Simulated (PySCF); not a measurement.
## How methods differ on the excitation energy of B⁺

B⁺ [He] 2s2 (1S) → B⁺ [He] 2s1 3d1 (3D), as a difference of total energies. Calculation: PySCF 2.14, in dyall-av3z (15s9p3d2f, 71 functions); no relativity, point nucleus. Correlated levels: valence: 1s2 frozen; virtual orbitals above 40 to 60 times the deepest correlated orbital energy dropped. The calculations carry no spin-orbit coupling.

```
           method  excitation energy (eV)
              UHF                  17.246
    MP2 (valence)                  18.175
SCS-MP2 (valence)                  18.444
   CCSD (valence)                  18.696
```

Problem. How much does correlation contribute at MP2 (valence)?

Solution. 18.175 − (17.246) = 0.929 eV, measured against UHF.

The promoted electron is Rydberg-like, and one or two diffuse shells describe it only roughly, which tends to raise the upper state.

With two correlated electrons CCSD is exact in that space.
